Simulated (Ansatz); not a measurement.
Job for Ansatz (a program for electronic structure): R-BLYP/def2-TZVPPD on HBr (SMILES Br). Files ending in .json are basis or fitting sets from the Basis Set Exchange.

Ansatz 0.2 input:
```yaml
crystal:
  periodic: [false, false, false]
  atoms:
    - {symbol: Br, position_ang: [-0.04213583, 0.92178150, 3.73986378]}
    - {symbol: H, position_ang: [-0.21401584, 0.81031548, 2.32466093]}
basis:
  gaussian:
    orbitals: def2-TZVPPD.json
hamiltonian:
  xc: {name: BLYP}
scf: {lower_state_search: off}
```

The log:

```
WARN ansatz: RAYON_NUM_THREADS=2 ignored (pool sized by the plan → 2); use --threads N
Functional definition: BLYP
these checks for a lower state are left out or cut short: stability, starts, cluster_reference, orbital_swaps, neighbouring_geometries, increment
integrals: 0.01 GiB planned
479 factors; their error is unknown
mean field: 0.16 GiB planned
mean field evaluation 1: about -70063.2145 eV, gradient 1.1e1 eV
mean field evaluation 2: about -70063.2956 eV, gradient 7.2e0 eV
mean field evaluation 4: about -70063.4320 eV, gradient 1.5e-1 eV
mean field evaluation 8: about -70063.4312 eV, gradient 5.9e-3 eV
mean field evaluation 16: about -70063.4265 eV, gradient 4.0e-6 eV
mean field -70063.42651046 eV, -2574.7834335630 hartree, gradient 4.0e-6 eV, S^2 0.000000; 0 other end points of the search recorded, 0 dependent functions left out
reference -70063.42677029 eV, -2574.7834431117 hartree; 18, 18 occupied and 56, 56 virtual orbitals, 479 factors
Total energy: -70063.42677029 eV, -2574.7834431117 hartree
Checks for a lower state left out: stability, starts, cluster_reference, orbital_swaps, neighbouring_geometries, increment
```

The run converged.

Cost: around 0.6 core-seconds (rough).
